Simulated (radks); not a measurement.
The nuclear charge of the caesium ion Cs2+ is varied continuously with 53 electrons held in [Kr] 4d10 5s2 5p5. Method: scalar-relativistic Kohn-Sham, LDA (Slater exchange, Perdew-Wang correlation), spin-unpolarised, spherical densities, finite nucleus; Fermi nuclear charge, rms radius 4.8041 fm; computed with a radial shooting solver on a logarithmic mesh with Libxc functionals. By the Hellmann-Feynman theorem dE/dZ = E(electron-nucleus)/Z, the electronic potential at the nucleus (averaged over a nucleus of fixed radius). The scalar-relativistic energy here is not variational (the density holds large components alone), so the two differ by a part that grows with Z.

Z,E (hartree),E(electron-nucleus)/Z (hartree),HOMO,e(HOMO) (eV),<r> HOMO (bohr)
54.6,-7642.9251,-338.371,5p,-24.043,2.057
54.8,-7711.0478,-340.082,5p,-26.467,2.020
55,-7779.5164,-341.794,5p,-28.957,1.984
55.2,-7848.3313,-343.507,5p,-31.511,1.950
55.4,-7917.4927,-345.221,5p,-34.128,1.918
55.6,-7987.0010,-346.936,5p,-36.807,1.887
55.8,-8056.8563,-348.653,5p,-39.547,1.858
56,-8127.0590,-350.371,5p,-42.348,1.830

The central difference of E at Z = 55 is -343.209 hartree, to compare with the third column; the second derivative is -8.66 hartree.
